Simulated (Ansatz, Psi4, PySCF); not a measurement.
C$_{2}$H$_{9}$AsGa, doublet, at a GFN2-xTB geometry (such geometries of metal compounds can be far from the true shape) (the spin is typed, not shown lowest). Base run: PBE0/6-31G* in PySCF.

Geometry (Å):
```xyz
13

Ga     0.3911     1.0046     0.1308
C      1.8835     2.5265    -0.1708
H      2.5572     2.3022    -1.0012
H      2.4743     2.6301     0.7429
H      1.3855     3.4783    -0.3701
C     -0.9383     1.3145     1.7772
H     -1.6921     0.5252     1.8315
H     -1.4449     2.2764     1.6722
H     -0.3750     1.3252     2.7135
As    -0.6224    -1.7999    -0.5531
H     -0.0307    -2.0151     0.8053
H      0.7258    -2.0047    -1.1744
H     -0.8553    -3.3103    -0.6605
```
Charge 0, spin multiplicity 2.
Orbitals are unrestricted.
All else is at PySCF's defaults.

The same geometry, method and basis name were run in Ansatz (a program for electronic structure) and Psi4 and PySCF, at each program's defaults and at the settings that a row names. The base is PySCF at its defaults. Differences at the defaults can come from grids, fitting, cores and function types together.

| code and settings | ΔE vs base (mEh) | basis functions | E (Eh) | SCF cycles | dipole (D) |
|---|---|---|---|---|---|
| PySCF, defaults (exact integrals, its default grid, spherical functions) | 0.000 | 110 | -4241.08136 | 11 | 0.35 |
| Psi4, defaults (density fitting with its default set, its default grid, Cartesian functions) | 252.4 | 118 | -4240.82896 | 12 | 0.34 |
| Ansatz, defaults (factorised integrals, its default grid, Cartesian functions) | -10.058 | 118 | -4241.09142 | - | - |
| PySCF, density fitting with def2-universal-jkfit | 0.001 | 110 | -4241.08136 | 11 | 0.35 |
| PySCF, fine grid | -0.001 | 110 | -4241.08136 | 11 | 0.35 |
| Psi4, exact integrals, spherical functions, fine grid | -0.001 | 110 | -4241.08136 | 17 | 0.35 |
| Ansatz, high accuracy, Cartesian functions as the basis file defines them | -10.059 | 118 | -4241.09142 | - | - |

Open shells are given as the SCF converged; they aren't shown to be the lowest states, and a large step between rows can be another state.
